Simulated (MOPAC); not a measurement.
MOPAC input (PM6):

```
PM6 PRECISE GNORM=0.05 LET XYZ CHARGE=-1 GEO-OK AUX(PRECISION=9) THREADS=1
Br3Ge

Br   -1.75212700 1   -1.33888100 1   -0.29400500 1
Ge   -0.01223900 1    0.00502800 1    0.91155500 1
Br    2.03963700 1   -0.85350300 1   -0.24577400 1
Br   -0.27632000 1    2.18778700 1   -0.29364400 1
```

From the output:

```
                                                       MOPAC v23.2.5 Linux

          FINAL HEAT OF FORMATION =       -106.89960 KCAL/MOL =    -447.26794 KJ/MOL

          COSMO AREA              =        150.80 SQUARE ANGSTROMS
          COSMO VOLUME            =        150.42 CUBIC ANGSTROMS

          GRADIENT NORM           =          0.00584          =       0.00292 PER ATOM
          IONIZATION POTENTIAL    =          4.524482 EV
          HOMO LUMO ENERGIES (EV) =         -4.524  2.991
          NO. OF FILLED LEVELS    =         13
          MOLECULAR WEIGHT        =        312.3020         POINT GROUP:  C3v

          MOLECULAR DIMENSIONS (Angstroms)

            Atom       Atom       Distance
           Br     4   Br     1     3.76678
           Br     3   Br     4     3.26213
           Ge     2   Br     1     1.10302

          SCF CALCULATIONS        =          5

   ATOM   CHEMICAL          X               Y               Z
  NUMBER   SYMBOL      (ANGSTROMS)     (ANGSTROMS)     (ANGSTROMS)

     1      Br         -1.72658366  *  -1.31909770  *  -0.27292069  *
     2      Ge         -0.01135772  *   0.00466624  *   0.84594132  *
     3      Br          2.00941492  *  -0.84085807  *  -0.22539882  *
     4      Br         -0.27248125  *   2.15570357  *  -0.27256484  *

                             CARTESIAN COORDINATES

   1   Br       -1.726583656    -1.319097699    -0.272920687
   2   Ge       -0.011357716     0.004666238     0.845941320
   3   Br        2.009414921    -0.840858065    -0.225398820
   4   Br       -0.272481247     2.155703572    -0.272564838

           Empirical Formula: Br3 Ge  =     4 atoms

      MOLECULAR POINT GROUP   :   C3v

                  EIGENVALUES
 -23.93927 -23.93927 -23.86747 -13.56156  -8.48832  -8.48832  -7.63570  -6.88302
  -6.88302  -6.47496  -6.35533  -6.35533  -4.52448   2.99138   2.99138   3.15685
 117.66092 118.33797 118.52351 118.52351 119.33327 119.44199 119.44199 120.96811
 120.96811 121.15245 121.26535 121.26535 121.41264 121.41264 122.53503

              NET ATOMIC CHARGES AND DIPOLE CONTRIBUTIONS

  ATOM NO.   TYPE          CHARGE      No. of ELECS.   s-Pop       p-Pop       d-Pop
    1         Br          -0.455007        7.4550     1.98683     5.46467     0.00350
    2         Ge           0.365020        3.6350     1.76889     1.86609
    3         Br          -0.455007        7.4550     1.98683     5.46467     0.00350
    4         Br          -0.455007        7.4550     1.98683     5.46467     0.00350
 DIPOLE           X         Y         Z       TOTAL
 POINT-CHG.    -0.042     0.017     3.165     3.165
 HYBRID         0.038    -0.015    -2.809     2.810
 SUM           -0.005     0.002     0.356     0.356

          ATOMIC ORBITAL ELECTRON POPULATIONS

     Atom    s        px        py        pz      x^2-y^2     xz        z^2       yz        xy
    1 Br   1.98683   1.73802   1.83338   1.89327   0.00057   0.00090   0.00034   0.00056   0.00113
    2 Ge   1.76889   0.51901   0.51896   0.82811
    3 Br   1.98683   1.64752   1.91617   1.90098   0.00087   0.00115   0.00035   0.00025   0.00088
    4 Br   1.98683   1.96770   1.60365   1.89333   0.00114   0.00009   0.00034   0.00138   0.00056

 **********************
 *                    *
 * JOB ENDED NORMALLY *
 *                    *
 **********************

 == MOPAC DONE ==
```

The dipole moment of an ion depends on the origin.

The geometry given is a B3LYP-D3(BJ)/def2-TZVP minimum.
